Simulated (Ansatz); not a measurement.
A run of Ansatz (development build ahead of 0.2.0) on singlet CuH at this shape:

```xyz
2

Cu   -0.0058   -0.0076   -0.0522
H     0.0009   -0.0056    1.4187
```

Its results:

- Converged: yes
- Reference energy: -1620.84868 hartree
- Correlation energy: -0.04524 hartree
- Total energy: -1620.89392 hartree
- Spin squared of the determinant: 0.000

Q: Which input gives this output? Name the method, the orbitals and the basis set, and write the input.

A: RHF-MP2 in STO-3G. An unrestricted run that stays on the closed shell gives the same numbers.

```yaml
crystal:
  periodic: [false, false, false]
  atoms:
    - { symbol: Cu, position_ang: [-0.00577, -0.00759, -0.05221] }
    - { symbol: H, position_ang: [0.00092, -0.00564, 1.41871] }
basis:
  gaussian: { orbitals: STO-3G }
hamiltonian:
  xc: hf
correlation:
  method: mp2
  frozen_orbitals: { Cu: 5, H: 0 }
```
